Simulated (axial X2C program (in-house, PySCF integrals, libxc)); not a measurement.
## Ionising the radicals of a process plasma

Calculated with an axial X2C code built on PySCF integrals, spin-free (one-electron X2C) or two-component (2c: spin–orbit coupling with atomic mean-field Coulomb and Gaunt terms, which also bring small scalar terms), in Dyall basis sets with cores contracted in-house; open shells are unrestricted.

Level PBE0, spin-free. Basis sets: As dyall-cv3z, B dyall-v3z, C dyall-v3z, Cl dyall-av3z, F dyall-av3z, Ga dyall-cv3z, O dyall-av3z, Ru dyall-cv3z, Sb dyall-cv3z, Si dyall-v3z, Sn dyall-cv3z, Te dyall-cv3z.

| species | state | ion state | adiabatic IE with zero-point terms (eV) | D0 (eV) | D0 of the ion (eV) |
| --- | --- | --- | --- | --- | --- |
| SiCl | M_S = 1/2, Λ = 1 | M_S = 0, Λ = 0 | 7.40 | 4.30 | 5.11 |
| AsTe | M_S = 1/2, Λ = 1 | M_S = 0, Λ = 0 | 7.55 | 2.84 | 4.02 |
| RuF | M_S = 3/2, Λ = 3 | M_S = 2, Λ = 2 | 7.93 | n/a | 3.45 |
| SnB | M_S = 3/2, Λ = 0 | M_S = 1, Λ = 1 | 8.02 | 2.74 | 2.03 |
| AsO | M_S = 1/2, Λ = 1 | M_S = 0, Λ = 0 | 8.38 | 4.64 | 6.20 |
| Sb₂ | M_S = 0, Λ = 0 | M_S = 1/2, Λ = 1 | 8.51 | 2.70 | 3.24 |
| GaO | M_S = 1/2, Λ = 0 | M_S = 1, Λ = 1 | 9.98 | 4.10 | n/a |
| GaF | M_S = 0, Λ = 0 | M_S = 1/2, Λ = 0 | 10.47 | 5.89 | 1.40 |
| CO | M_S = 0, Λ = 0 | M_S = 1/2, Λ = 0 | 13.98 | 10.91 | 8.44 |

(1) Which of these can a metastable argon atom (³P2, 11.55 eV, NIST) ionise on energy grounds?

(2) Which of these can a metastable xenon atom (³P2, 8.32 eV, NIST) ionise on energy grounds?

(3) Give the threshold for dissociative ionisation to the lowest fragments, IE + D0(ion).

Each entry is the lowest single determinant of a limited PBE0 search at one distance. De goes to single-determinant-based atoms at the same level (for ions the charge split of lowest energy) and is withheld (n/a) where an atom does not fit its ground term or J level. Main or longest-lived isotopes. One determinant is a doubtful description, or other states lie close, for AsTe, RuF, SnB, SnB⁺, AsO, GaO⁺; these need not be ground states, and all values refer to the states named. The functionals have no current term, which raises determinants with orbital currents. Where the atoms have a lower orbital projection than the molecule, De at mean-field level may be about a tenth of an eV too small. These values were not checked against measured ones; errors of some tenths of an eV are usual, and D0 of doubtful transition-metal species is not given. Spin-free thresholds lack the spin–orbit lowering of heavy atomic ions, up to half an eV for Sn⁺ or Sb⁺.

## Answers

(1) At PBE0, spin-free, IE lies below 11.55 eV for SiCl, AsTe, RuF, SnB, AsO, Sb₂, GaO, GaF.

(2) At PBE0, spin-free, IE lies below 8.32 eV for SiCl, AsTe, RuF, SnB. Within the error of the method (some tenths of an eV) the answer is open for SnB, AsO, Sb₂.

(3) At PBE0, spin-free: SiCl → Cl + Si+: 12.51 eV; AsTe → Te+ + As: 11.57 eV; RuF → Ru+ + F: 11.38 eV; SnB → Sn+ + B: 10.05 eV; AsO → As+ + O: 14.58 eV; Sb₂ → Sb+ + Sb: 11.75 eV; GaF → Ga+ + F: 11.87 eV; CO → O + C+: 22.42 eV.
